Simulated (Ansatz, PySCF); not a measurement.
Dimer: HF (SMILES F) (first 2 atoms) with AsH3 (SMILES [AsH3]); geometry from B3LYP-D3(BJ)/def2-TZVP.
(charge 0, multiplicity 1):
```json
[
 {"atom": "F", "x (Å)": "0.8330", "y (Å)": "-0.5598", "z (Å)": "-0.2549"},
 {"atom": "H", "x (Å)": "0.5508", "y (Å)": "-0.3219", "z (Å)": "0.6061"},
 {"atom": "As", "x (Å)": "-0.1662", "y (Å)": "0.2840", "z (Å)": "2.8096"},
 {"atom": "H", "x (Å)": "0.6244", "y (Å)": "-0.0922", "z (Å)": "4.0494"},
 {"atom": "H", "x (Å)": "-1.4952", "y (Å)": "-0.1715", "z (Å)": "3.3838"},
 {"atom": "H", "x (Å)": "-0.3532", "y (Å)": "1.7297", "z (Å)": "3.2325"}
]
```

Basis-set superposition error: the interaction energy with monomers in their own basis, and in the dimer's basis (counterpoise).

The values were computed with Ansatz (Gaussian orbitals); PySCF for 6-31G* rows, M06-2X. 

```csv
level,uncorrected (kcal/mol),counterpoise (kcal/mol),difference
HF/6-31G*,-2.21,-1.46,0.75
SVWN5/def2-TZVPPD,-7.83,-7.70,0.13
PBE/def2-TZVPPD,-5.24,-5.13,0.12
PBE0/def2-TZVPPD,-5.02,-4.91,0.11
M06-2X/def2-TZVPPD,-4.57,-4.45,0.12
wB97X-V/def2-TZVPPD,-4.88,-4.78,0.10
B2PLYP/def2-TZVPPD,-4.34,-4.11,0.22
SCS-MP2/aug-cc-pVDZ,-3.94,-2.94,1.00
CCSD/aug-cc-pVDZ,-3.94,-2.98,0.97
CCSD/aug-cc-pVTZ,-4.05,-3.66,0.39
```

The error is largest for SCS-MP2/aug-cc-pVDZ (1.00 kcal/mol) and smallest for wB97X-V/def2-TZVPPD (0.10 kcal/mol).

Ansatz is an electronic-structure program.
